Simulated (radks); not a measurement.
Effect of the nuclear size on neutral silver, [Kr] 4d10 5s1. Calculated with a radial shooting solver on a logarithmic mesh with Libxc functionals: Dirac Kohn-Sham, PBE, spin-unpolarised, spherical densities, finite nucleus; Fermi nuclear charge, rms radius 4.5454 fm. The rms radius is varied about that value; shifts are against it.

rms radius (fm),total energy shift (eV),density at nucleus (e/bohr^3),1s1/2 shift (meV),2s1/2 shift (meV),3p1/2 shift (meV),4s1/2 shift (meV),4p1/2 shift (meV),5s1/2 shift (meV)
3.6636,-0.995,1.5e+05,-419,-46.8,0.526,-1.63,0.098,-0.085
4.1999,-0.412,1.473e+05,-173,-19.4,0.218,-0.674,0.040,-0.035
4.5454,0,1.457e+05,0.000,0.000,0.000,0.000,0.000,0.000
4.6863,0.176,1.451e+05,74.1,8.29,-0.093,0.288,-0.017,0.015
5.3272,1.04,1.426e+05,436,48.7,-0.547,1.69,-0.102,0.089

Slopes of the eigenvalues against <r^2> in GHz/fm^2, as finite differences over the two radii next to the reference (eigenvalue slopes, not the field-shift constants of lines): 1s1/2 13800, 2s1/2 1550, 3p1/2 -17.4, 4s1/2 53.8, 4p1/2 -3.22, 5s1/2 2.82.
